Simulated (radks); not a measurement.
Excited configurations of the silicon ion Si+: one electron is placed in a higher orbital outside [Ne] 3s2. The ground configuration is [Ne] 3s2 3p1. Method: scalar-relativistic Kohn-Sham, r2SCAN, spin-unpolarised, spherical densities, finite nucleus; meta-GGA in the generalised Kohn-Sham scheme; Fermi nuclear charge, rms radius 3.1224 fm; computed with a radial shooting solver on a logarithmic mesh with Libxc functionals. Excitation = E - E(ground); binding = E(ion) - E, where the ion is the core of charge +2; n* = 2/sqrt(2 binding) in atomic units, and the quantum defect is n - n*.

\begin{tabular}{lrrrr}
outer orbital & excitation (eV) & binding (eV) & eigenvalue (eV) & <r> (bohr) \\ \hline
3d & 8.810 & 7.016 & -4.575 & 4.038 \\
4p & 9.689 & 6.138 & -4.795 & 6.278 \\
4d & 11.796 & 4.030 & -2.976 & 8.724 \\
5p & 12.395 & 3.431 & -2.765 & 11.53 \\
5d & 13.285 & 2.541 & -1.975 & 14.85 \\
6s & 13.276 & 2.550 & -2.074 & 16.22 \\
6p & 13.622 & 2.204 & -1.799 & 18.31 \\
6d & 14.089 & 1.737 & -1.384 & 22.49 \\
7s & 14.086 & 1.740 & -1.421 & 23.89 \\
\end{tabular}

The Delta-SCF ionisation energy is 15.826 eV (NIST Atomic Spectra Database: 16.346 eV, measured). Self-interaction in the functional shifts the binding energies and quantum defects, so they are the method's values and not measured ones. Spin polarisation and multiplet splitting are left out, so open shells lie too high by an amount that depends on their filling.

Beside tabulated values, note that spin-unpolarised runs miss the spin-polarisation part of the exchange energy of open shells.
